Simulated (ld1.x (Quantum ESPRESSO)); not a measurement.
# PBE ultrasoft dataset for scandium (Sc), scalar-relativistic all-electron reference.

scandium, ultrasoft, made with ld1.x (Quantum ESPRESSO) 7.5 (PBE, scalar-relativistic). Core [Ar], reference 3d1 4s1.5 4p0.5. Waves: 4s (bound): rcut 2.55, rcutus 3.10 bohr; 4s channel at 1.55 Ry: rcut 2.55, rcutus 3.10 bohr; 4p (bound): rcut 3.20, rcutus 4.15 bohr; 4p channel at 1.1 Ry: rcut 3.20, rcutus 4.15 bohr; 3d (bound): rcut 1.50, rcutus 1.80 bohr; 3d channel at 0.7 Ry: rcut 1.50, rcutus 1.80 bohr. Local part: all-electron potential smoothed inside 2.00 bohr (lloc = -1). Core correction: a·sin(br)/r model core inside 1.85 bohr. Augmentation charge: built from norm-conserving waves at rcut, not smoothed further.

Poles of the logarithmic derivatives, all-electron (AE) and pseudo (PS). s: poles at -0.0, 2.5 (AE) and -0.0, 1.1, 2.5 (PS) Ry. p: poles at 0.4, 3.0 (AE) and 0.4, 2.3, 3.8 (PS) Ry. d: poles at -0.2, 1.3, 3.8 (AE) and -0.2, 1.3, 3.8 (PS) Ry. Test radius 4.48 bohr.

- Cutoffs needed: 30 Ry and 35 Ry (the cutoffs (Ry, on a coarse ladder) from which the occupation-weighted sum of valence levels, in a spherical-Bessel basis at the reference potential, stays within 10 and 1 mRy of its value at 400 Ry)
- Ghost test: no extra level below or beside the all-electron valence levels (s, p, d, f tested) (spherical-Bessel basis up to 400 Ry, 20 bohr box)
- Largest excitation error: -18 meV (all-electron minus pseudo) for 3d1 4s0 4p0, out of 7 test configurations
- Lowest eigenvalue of the overlap operator: 0.50 (p channel)
